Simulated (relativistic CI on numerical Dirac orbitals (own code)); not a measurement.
**V4+ in a cubic cluster: 1s photoemission with charge transfer**

Computed with a charge-transfer multiplet model of a cubic metal-ligand cluster with up to 2 ligand holes, Slater and spin-orbit integrals from Dirac-Coulomb-Breit ions, Slater integrals scaled by 0.8. The ground state mixes d1 with configurations of k ligand holes L, whose averages lie at kΔ + k(k − 1)U_dd/2; a core hole lowers each added d electron by U_cd. 20 K, Lorentzian 1.1 eV and Gaussian 0.6 eV FWHM.

Atomic integrals in eV (Slater integrals scaled, ζ unscaled), ground: F2dd 8.057, F4dd 5.049, zeta_d 0.029; with the core hole: F2dd 8.057, F4dd 5.049, zeta_d 0.046, G2cd 0.051. Where a configuration has fewer than two d electrons, the dd integrals are those of d2.

Cluster parameters (eV): U_dd = 5.5, U_cd = 6.1, 10Dq = 1.05, 10Dq(ligand) = 1.3, V(eg) = 2.3, V(t2g) = -1.04, final-state hopping factor = 0.8.

| Case | n_d | d1 | d2L | d3L2 | S |
| --- | --- | --- | --- | --- | --- |
| Δ = 1.2 eV | 1.79 | 0.33 | 0.54 | 0.13 | 0.50 |
| Δ = 3.2 eV | 1.61 | 0.47 | 0.46 | 0.08 | 0.50 |
| Δ = 4.2 eV | 1.52 | 0.53 | 0.41 | 0.06 | 0.50 |
| Δ = 5.2 eV | 1.45 | 0.60 | 0.36 | 0.04 | 0.50 |
| Δ = 6.2 eV | 1.38 | 0.65 | 0.32 | 0.03 | 0.50 |

Weights, n_d and S are thermal averages at 20 K. Binding energies count from the first peak over 30 % of the highest in each spectrum, which can be another peak from case to case. The parameters are a model scan and need not match a compound or its usual spin state. Peaks in eV (height, largest 100):
- Δ = 1.2 eV: 0.0 (100), 8.9 (11)
- Δ = 3.2 eV: 0.0 (100), 8.6 (13)
- Δ = 4.2 eV: 0.0 (100), 8.0 (16)
- Δ = 5.2 eV: 0.0 (100), 3.7 (6), 7.8 (17)
- Δ = 6.2 eV: 0.0 (100), 3.9 (5), 7.5 (15)

For the case Δ = 3.2 eV, Δ = 3.2 eV is smaller than U_dd = 5.5 eV, the charge-transfer side of the Zaanen-Sawatzky-Allen scheme. With the core hole the configuration with one ligand hole lies at Δ − U_cd = -4.9, -2.9, -1.9, -0.9, 0.1 eV from the one without, in the order of the table; where this is negative the screened configuration lies lower, though the effective hopping of about 3.9 eV (from the holes of the mixed ground state) mixes the two strongly wherever it is as large as the gap.

With at most 2 ligand holes the space is cut while the next configuration still counts, so covalency is underestimated, and a final configuration with one more ligand hole, which can lie low, is missing from the spectra.
